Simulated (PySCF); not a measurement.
Selenium: a sound run and one with changed settings

Sound run: Se⁺ [Ar] 3d10 4s2 4p3, Se²⁺ [Ar] 3d10 4s2 4p2. Calculation: PySCF 2.14, in Sapporo-DKH3-DZP-2012; scalar relativity by spin-free X2C-1e. In the sound run the correlated levels freeze [Ar] 3d10. The sound run starts from symmetry-adapted Hartree-Fock orbitals and uses a fine grid where one is needed.

Changed run: all electrons correlated in a basis built for the valence shell.

```csv
species,method,sound run (hartree),changed run (hartree),converged
Se⁺,MP2,-2427.75699,-2428.37921,yes
Se²⁺,MP2,-2426.97497,-2427.59404,yes
```

Ionisation energy of Se⁺:

```tsv
method	sound run (eV)	changed run (eV)
UHF	20.894	20.894
MP2	21.280	21.366
SCS-MP2	21.154	21.209
```

A valence basis has no tight correlating functions, so it recovers only part of the core correlation, and not evenly between atom and ion.

For comparison, NIST gives 21.196 ± 0.01 eV between the lowest levels.
